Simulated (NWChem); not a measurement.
Species: GeHCl3; SMILES [Cl][GeH]([Cl])[Cl]

```xyz
5

Ge     0.0000     0.0000     0.4352
Cl    -0.4895     1.9411    -0.3128
Cl     1.9258    -0.5466    -0.3128
Cl    -1.4363    -1.3945    -0.3128
H      0.0000     0.0000     1.9616
```
Atoms are numbered in this order, from 1.

Geometry: optimised at PBE0/def2-SVP.

Q: List the 4 lowest vertical singlet excitations from B3LYP/def2-SVPD, TDA (NWChem).

A: 
```csv
state,energy (eV),oscillator strength,leading excitation (squared amplitude)
S1,6.01,0.000,HOMO → LUMO (0.99)
S2,6.36,0.023,HOMO−2 → LUMO (0.93)
S3,6.36,0.023,HOMO−3 → LUMO (0.93)
S4,6.41,0.041,HOMO−1 → LUMO (0.97)
```
